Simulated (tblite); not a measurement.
C4H12N2SSi.
Numbering: `[CH3:1][S:2][C@@H:3]1[CH2:4][CH2:5][Si:6]1([NH2:7])[NH2:8]` (hydrogens: H9, H10, H11 on C1; H12 on C3; H13, H14 on C4; H15, H16 on C5; H17, H18 on N7; H19, H20 on N8)

Computed with GFN2-xTB (tblite), gas phase: L-BFGS steps from a force-field or distance-geometry start until the largest atomic force falls under 0.01 eV/Å.

Geometry at step 14:
```
atom  x, y, z in Å
C1      3.1863    1.0045   -0.2474
S2      1.7782    0.2497   -1.1131
C3      0.5526   -0.0842    0.2149
C4      0.1971   -1.5800    0.3318
C5     -1.2698   -1.4561    0.7620
Si6    -1.3232    0.2599   -0.0485
N7     -1.8640    0.2111   -1.6780
N8     -2.0824    1.5889    0.7216
H9      3.0514    2.0772   -0.1527
H10     4.0807    0.8510   -0.8410
H11     3.3296    0.5315    0.7175
H12     1.0643    0.2794    1.0983
H13     0.2333   -2.0553   -0.6509
H14     0.8196   -2.1923    0.9899
H15    -1.3184   -1.3899    1.8509
H16    -1.8456   -2.3232    0.4384
H17    -1.7538   -0.6306   -2.2250
H18    -1.8313    1.0223   -2.2759
H19    -2.0396    1.7300    1.7155
H20    -2.9702    1.9168    0.3885
```

**Question.** What forces act on the atoms?

**Answer.** 
```
atom  Fx (eV/Å)  Fy (eV/Å)  Fz (eV/Å)
  C1      0.149      0.075      0.067
  S2     -0.065     -0.007     -0.344
  C3      0.393     -0.408     -0.127
  C4      0.201     -0.238      0.025
  C5      0.285     -0.407      0.055
 Si6     -0.203      0.141     -0.155
  N7     -0.259     -0.057     -0.141
  N8     -0.050      0.360      0.103
  H9     -0.212      0.054      0.166
 H10     -0.031     -0.194     -0.190
 H11     -0.075      0.013      0.093
 H12     -0.281      0.111      0.256
 H13      0.098      0.154     -0.041
 H14      0.060      0.249      0.102
 H15     -0.151     -0.059     -0.093
 H16     -0.191      0.281      0.063
 H17      0.103      0.151      0.154
 H18      0.071     -0.050      0.175
 H19      0.180     -0.112      0.026
 H20     -0.022     -0.056     -0.193
```

The largest, 0.58 eV/Å, acts on C3; the rms over all components is 0.179 eV/Å. The forces sum to zero within rounding, as they must for an isolated molecule in no field.

**Question.** Give the force on C3 in Eh/bohr and in nN.

**Answer.** 0.581 eV/Å ÷ 51.422 = 0.01129 Eh/bohr, and 0.581 eV/Å × 1.602 = 0.93 nN.

**Question.** How far is this geometry from the end of the optimisation?

**Answer.** 0.266 eV above it, and 0.612 Å rms away after alignment. The bonds farthest from their final lengths, with half the difference of the two atoms' forces along the bond (positive lengthens):

| bond | now (Å) | final (Å) | force along bond (eV/Å) |
| --- | --- | --- | --- |
| S2–C3 | 1.838 | 1.818 | -0.04 |
| C5–Si6 | 1.899 | 1.916 | +0.30 |
| Si6–N8 | 1.713 | 1.723 | +0.11 |
| C4–C5 | 1.534 | 1.542 | -0.04 |
| C3–H12 | 1.084 | 1.090 | +0.08 |
| C5–H15 | 1.092 | 1.088 | -0.05 |

The angle farthest from its final value is Si6–C5–H16, 125.3° against 117.7°.

Of the 3 listed bonds off by 0.010 Å or more, this force points towards the final length in 3.

What follows is the cost of the whole relaxation. Time: 2.2 s wall. Hardware: an Arm Neoverse N1 with one thread, shared host with 64 logical CPUs at a one-minute load of 60.
